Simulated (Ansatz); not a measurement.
Two structures of SiH3Cl3, closed shell, reached by relaxing down either side of one saddle point (PBE0-D4/def2-TZVP). Energies are electronic, without zero-point energy. Computed with Ansatz 0.2.0 (basis: def2-TZVPP and def2-QZVPP); correlated methods freeze the cores. Extrapolation: Hartree–Fock as exp(−7.88 √X), correlation as X^−2.97. First:

```xyz
7
angstrom
Si -0.8286 -0.3825 0.2250
H -0.0006 -0.6654 1.4103
Cl 0.2188 -0.9737 -1.4419
Cl -2.5492 -1.4691 0.3477
H -1.1742 1.0411 0.0674
H 2.0402 0.7858 -0.7551
Cl 2.2935 1.6635 0.1464
```

Second:

Si1  (-0.828, 0.675, -0.474)
H2  (1.612, -1.766, 1.189)
Cl3  (-0.245, -0.725, -1.823)
Cl4  (-1.570, -0.242, 1.178)
H5  (-1.869, 1.524, -1.069)
H6  (2.137, -1.290, 0.957)
Cl7  (0.763, 1.825, 0.042)
(Å)

Problem. Which bonds change from the first to the second?

Solution. SiH₂Cl₂ ([Cl][SiH2][Cl]) + HCl → SiHCl₃ ([Cl][SiH]([Cl])[Cl]) + H₂; bonds formed: Si1–Cl7, H2–H6; bonds broken: Si1–H2, H6–Cl7.

Problem. Give the saddle point's structure and its height above each. (To be estimated.)

Solution. The calculation gives: 170.5 kJ/mol above the first and 240.2 kJ/mol above the second (CCSD(T) at an estimated basis limit (MP2 extrapolated from triple and quadruple zeta, plus CCSD(T) − MP2 in triple zeta)).
Si1  (-0.429, 0.015, -0.126)
H2  (0.701, -0.659, 0.901)
Cl3  (-0.180, -0.883, -1.917)
Cl4  (-1.733, -1.206, 0.931)
H5  (-1.147, 1.288, -0.054)
H6  (1.221, 0.042, 0.582)
Cl7  (1.567, 1.402, -0.317)
(Å)

T1 diagnostic: at most 0.011. The end structure is not quite a true minimum (one mode of 48i cm⁻¹).

Labels in which every atom is bracketed show which atoms are joined, not bond orders.

For scale, one of the runs: CCSD(T)/def2-TZVPP, 210 basis functions (an equivalent command: `ansatz run in.yaml --threads 4`). Time: 53 s of wall clock on 4 CPU threads; the host was shared. Peak host memory: 2.5 GiB.
